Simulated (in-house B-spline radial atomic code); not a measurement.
The numbers below are computed, except where a source is named.
**S ion on Sb atom: potential, deflection and energy transfer**

The pair potential comes from two frozen, spherical free-atom densities (PBE, B-spline radial code, scalar-relativistic past argon): electrostatics plus the change in Thomas-Fermi kinetic and Dirac exchange energy where they overlap, the recipe behind the universal ZBL potential, which averages such potentials (from solid-state densities) over many pairs. It is written V = (Z1 Z2 e²/r) φ(r/a), with e² = 14.3996 eV·Å and a = 0.46850 Å/(Z1^0.23 + Z2^0.23); ZBL's fit is φ = 0.18175 e^(−3.1998x) + 0.50986 e^(−0.94229x) + 0.28022 e^(−0.4029x) + 0.02817 e^(−0.20162x). Where φ falls below 4e-4 it is continued as an exponential.

Masses 32.06 and 121.76 u.

```tsv
x = r/a	φ, this pair	φ, ZBL
0.1	0.8874	0.8928
0.25	0.7646	0.7647
0.5	0.6136	0.6096
1	0.4217	0.4164
1.5	0.3045	0.2995
2	0.2272	0.2218
3	0.1355	0.1292
4	0.08504	0.08026
5	0.0562	0.05224
6.5	0.03164	0.02914
8	0.01842	0.01705
10	0.009751	0.008778
12	0.005452	0.00474
14.5	0.002647	0.002328
17	0.001289	0.001212
20	0.000561	0.0005882
```

Task: At x = 2 the electrostatic, kinetic and exchange parts are 6130.4, 6591.77 and -292.64 eV. Find r, V and φ.

Result: a = 0.46850/(1.8921 + 2.4703) = 0.10740 Å, so r = 0.21479 Å. V = 6130.4 + 6591.77 + (-292.64) = 12429.53 eV. The bare repulsion is 16 × 51 × 14.3996/0.21479 = 54705 eV, so φ = 0.2272, +2.5 % against ZBL's 0.2218. The kinetic (Pauli) term is 53 % of V here.

Task: The ion comes in at 13.82 keV with impact parameter 0.2148 Å. The scattering integral gives a centre-of-mass angle of 58.41° and a closest approach of 2.856 a. What are the reduced energy, the energy passed on and the laboratory angles?

Result: ε = E a M2/(Z1 Z2 e² (M1 + M2)) = 13820 × 7.2350e-06 = 0.1. The most that one collision can pass on is γE with γ = 4 M1 M2/(M1 + M2)² = 0.6599. Here T = γE sin²(θ/2) = 0.6599 × 13820 × 0.2381 = 2172 eV. The ion turns by arctan(sin θ/(cos θ + M1/M2)) = 47.3°, and the struck atom leaves at (180° − θ)/2 = 60.8°. The closest approach is 0.307 Å. With ZBL the angle would be 57.39° and T = 2103 eV.
